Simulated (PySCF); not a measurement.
**Vertical excitation energies**

Compound: C3H11NOSi3.
Z-matrix (Å and degrees, PBE0-D3(BJ)/def2-SVP geometry), rows numbered from 1:
```
C 
C   1  1.5262
Si  2  1.8758  1  115.08
O   3  1.6642  2  112.74  1    65.99
Si  4  1.6582  3  145.64  2   -37.36
Si  3  2.3582  2  108.68  1   -52.61
C   6  1.8629  3  105.69  2   -44.03
N   7  1.1606  6  175.60  3    10.20
H   1  1.1020  2  111.63  3    60.92
H   1  1.1007  2  111.49  3  -179.51
H   1  1.1020  2  112.06  3   -59.60
H   2  1.1051  1  110.50  3  -120.39
H   2  1.1046  1  111.01  3   122.53
H   3  1.4920  2  110.80  1  -172.76
H   5  1.4951  4  110.02  3   -57.77
H   5  1.4889  4  108.38  3  -177.63
H   5  1.4942  4  110.33  3    62.30
H   6  1.4911  3  114.80  2  -161.86
H   6  1.4928  3  112.96  2    71.82
```

Computed with PySCF 2.14.0, density-fitted response routines, TDDFT CAM-B3LYP/def2-SVPD, vertical, gas phase, core orbitals frozen in the response.

Q: Predict the UV-vis stick spectrum at this level.

A: 

| state | λ (nm) | E (eV) | f | main configurations (H = HOMO, L = LUMO) |
| --- | --- | --- | --- | --- |
| S1 | 198.8 | 6.24 | 0.027 | H→L (90%) |
| S2 | 189.6 | 6.54 | 0.022 | H→L+1 (71%) |
| S3 | 176.3 | 7.03 | 0.049 | H→L+2 (35%), H-1→L (25%) |
| S4 | 175.0 | 7.08 | 0.037 | H-1→L (62%), H→L+2 (14%) |
| S5 | 173.1 | 7.16 | 0.031 | H-3→L+1 (16%), H-3→L+2 (14%), H-3→L (11%) |
| S6 | 170.0 | 7.30 | 0.062 | H→L+3 (42%), H→L+5 (14%) |
| S7 | 165.7 | 7.48 | 0.041 | H→L+3 (26%), H→L+5 (14%), H-5→L+1 (9%) |
| S8 | 162.3 | 7.64 | 0.100 | H→L+2 (23%), H-3→L+1 (16%), H-5→L+2 (9%) |
| S9 | 159.3 | 7.78 | 0.054 | H-2→L (18%), H→L+3 (13%), H→L+5 (10%) |
| S10 | 158.2 | 7.84 | 0.046 | H-1→L+1 (44%), H-1→L+2 (11%) |

Triplets, Tamm–Dancoff:

| state | E (eV) | λ (nm) | main configurations (H = HOMO, L = LUMO) |
| --- | --- | --- | --- |
| T1 | 5.51 | 225.1 | H→L (60%) |
| T2 | 5.80 | 213.9 | H→L+1 (22%), H→L (20%) |
| T3 | 5.95 | 208.5 | H→L+1 (48%) |
| T4 | 6.23 | 199.0 | H→L+2 (20%), H-3→L+1 (20%), H→L+3 (11%) |

The lowest singlet comes at 199 nm (602 kJ/mol) in the vacuum ultraviolet; it is weak; its leading configuration is HOMO→LUMO (90%). The strongest level in the table is S8 at 7.64 eV (162 nm, f = 0.100). Löwdin shares by element: HOMO silicon 42% or more, oxygen 15%, carbon 11% or more (atoms not listed hold the other 31%); LUMO silicon 48%, oxygen 9% (atoms not listed hold the other 43%). The oscillator strengths of these states sum to 0.470; summed over the whole spectrum of an exact calculation they would give the number of electrons, 86 (Thomas–Reiche–Kuhn). Weighted by f, the mean energy of these states is 7.35 eV. Orbital energies (eV): HOMO-3 -11.03, HOMO-2 -10.91, HOMO-1 -10.07, HOMO -9.32, LUMO 0.18, LUMO+1 0.52, LUMO+2 0.69. All these states lie below the vertical ionisation energy of 9.92 eV (ΔSCF). Only the lowest 10 singlets were computed, as vertical energies without vibronic structure.

One conformer stands for the species.
